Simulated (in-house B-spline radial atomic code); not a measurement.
Radial electron density of Ne II (Ne+), [He] 2s2 2p5. Method: non-relativistic Hartree-Fock, average of configuration, point nucleus. Calculated with a radial B-spline atomic code at the basis-set limit.

Columns: r (bohr), 4πr²n(r) (electrons per bohr), bar.

```
 0.00596   0.2465 #
 0.00697   0.3305 #
 0.00815   0.4413 ##
 0.00952   0.5859 ##
  0.0111   0.7718 ###
   0.013    1.019 ####
  0.0152    1.334 #####
  0.0178    1.737 #######
  0.0208    2.234 #########
  0.0243    2.844 ###########
  0.0284    3.581 ##############
  0.0332    4.449 ##################
  0.0388    5.438 ######################
  0.0453    6.518 ##########################
   0.053    7.665 ###############################
   0.062    8.788 ###################################
  0.0724    9.774 #######################################
  0.0847    10.52 ##########################################
   0.099     10.9 ############################################
   0.116    10.81 ############################################
   0.135    10.23 #########################################
   0.158    9.199 #####################################
   0.185    7.886 ################################
   0.216     6.59 ###########################
   0.252    5.584 #######################
   0.295    5.087 #####################
   0.345    5.215 #####################
   0.403    5.845 ########################
   0.471    6.697 ###########################
   0.551    7.408 ##############################
   0.644    7.648 ###############################
   0.753    7.254 #############################
    0.88    6.267 #########################
    1.03    4.882 ####################
     1.2    3.447 ##############
     1.4    2.164 #########
    1.64    1.176 #####
    1.92   0.5517 ##
    2.24   0.2237 #
    2.62  0.07399 
    3.07   0.0193
```

On this grid the curve has 2 maxima, near 0.099, 0.644 bohr.

The 2p radial function P(r) = rR(r), positive near the nucleus:

```
r (bohr)         P
 0.00596  0.001035
 0.00815  0.001915
  0.0111  0.003501
  0.0152  0.006434
  0.0208   0.01172
  0.0284   0.02106
  0.0388   0.03738
   0.053   0.06518
  0.0724    0.1111
   0.099     0.184
   0.135    0.2918
   0.185    0.4431
   0.252    0.6266
   0.345    0.8216
   0.471    0.9716
   0.644     1.016
    0.88    0.9174
     1.2    0.6961
    1.64    0.4238
    2.24    0.1942
    3.07   0.05954
```
